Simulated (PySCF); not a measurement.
Cl3Tl, SMILES [Cl][Tl]([Cl])[Cl]. Geometry: B3LYP-D3(BJ)/def2-SVP. The def2 effective core potentials stand for the cores of Tl; spin–orbit coupling is left out.

Computed equilibrium geometry at B3LYP-D3(BJ)/def2-SVP (PySCF confirms it by a frequency run) as Cartesian coordinates in Å, and its point group:
point group D3h.
```xyz
4

Tl     0.0000     0.0000     0.0000
Cl     2.4140     0.0000     0.0000
Cl    -1.2070     2.0906     0.0000
Cl    -1.2070    -2.0906     0.0000
```
Charge 0, spin multiplicity 1.
